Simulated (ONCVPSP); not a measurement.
**Logarithmic derivatives: P (Z = 15), ONCV**

| Item | Value |
| --- | --- |
| Element | P (Z = 15) |
| Generator | ONCVPSP 4.0.1 |
| Type | optimised norm-conserving Vanderbilt (ONCV) |
| Functional | LDA (Perdew-Wang 92) |
| Relativity | scalar-relativistic |
| Frozen core | [He] |
| Valence charge | 13 |
| Reference configuration | 2s2 2p6 3s2 3p1 (charge +2) |
| Partial waves | 2s+3s: rc 0.75 bohr, ncon 3, nbas 8, qcut 16.9 1/bohr, 3 projectors, debl 0.3 Ha; 2p+3p: rc 1.00 bohr, ncon 3, nbas 7, qcut 13.8 1/bohr, 2 projectors; d scattering state at 0.08 Ha: rc 0.80 bohr, ncon 4, nbas 7, qcut 13.2 1/bohr, 1 projector |
| Local potential | polynomial inside 0.65 bohr (lpopt 1, dvloc0 0 Ha) |
| Core correction | Teter function fitted to the true core (icmod 2), fcfact 0.7 |

In the s channel the program set the typed energies aside and used -7.228, -1.250, 0.250 Ha.

The phase is arctan(r·R′/R) of the radial function R(r), unwrapped; energies in Ha, scanned from -9 to 5 Ha. A pole is an energy at which the radial function vanishes at the test radius. The pseudo phase is shifted by a multiple of π to meet the all-electron one at the reference energy, and phase errors are pseudo minus all-electron; the curves can meet again beyond the range given. Levels narrower than the energy grid can be missing from the lists of poles.

| channel | radius (bohr) | reference energy (Ha) | poles, all-electron | poles, pseudo | unbroken range about the reference energy with phases within 0.05 rad | phase error 1 Ha above the reference energy (rad) |
| --- | --- | --- | --- | --- | --- | --- |
| s | 0.76 | -1.25 | -4.29 | -4.29 | the whole range | +0.000 |
| p | 1.02 | -0.90 | -4.91 | -4.91 | the whole range | +0.000 |
| d | 0.81 | 0.08 | none | none | the whole range | +0.000 |

Phases in the s channel:

| E (Ha) | all-electron | pseudo |
| --- | --- | --- |
| -8.96 | -0.655 | -0.655 |
| -8.60 | -0.821 | -0.821 |
| -8.24 | -0.959 | -0.959 |
| -7.88 | -1.072 | -1.072 |
| -7.52 | -1.165 | -1.165 |
| -7.16 | -1.242 | -1.242 |
| -6.80 | -1.306 | -1.306 |
| -6.44 | -1.361 | -1.361 |
| -6.08 | -1.407 | -1.407 |
| -5.72 | -1.448 | -1.448 |
| -5.36 | -1.484 | -1.484 |
| -5.00 | -1.516 | -1.516 |
| -4.64 | -1.545 | -1.545 |
| -4.28 | -1.571 | -1.571 |
| -3.92 | -1.596 | -1.596 |
| -3.56 | -1.619 | -1.619 |
| -3.20 | -1.640 | -1.640 |
| -2.84 | -1.661 | -1.661 |
| -2.48 | -1.681 | -1.681 |
| -2.12 | -1.700 | -1.700 |
| -1.76 | -1.719 | -1.719 |
| -1.40 | -1.738 | -1.738 |
| -1.04 | -1.757 | -1.757 |
| -0.68 | -1.776 | -1.776 |
| -0.32 | -1.795 | -1.795 |
| 0.04 | -1.815 | -1.815 |
| 0.40 | -1.835 | -1.835 |
| 0.76 | -1.856 | -1.856 |
| 1.12 | -1.878 | -1.878 |
| 1.48 | -1.902 | -1.902 |
| 1.84 | -1.927 | -1.927 |
| 2.20 | -1.953 | -1.953 |
| 2.56 | -1.982 | -1.982 |
| 2.92 | -2.013 | -2.013 |
| 3.28 | -2.048 | -2.048 |
| 3.64 | -2.086 | -2.086 |
| 4.00 | -2.128 | -2.128 |
| 4.36 | -2.175 | -2.175 |
| 4.72 | -2.228 | -2.228 |
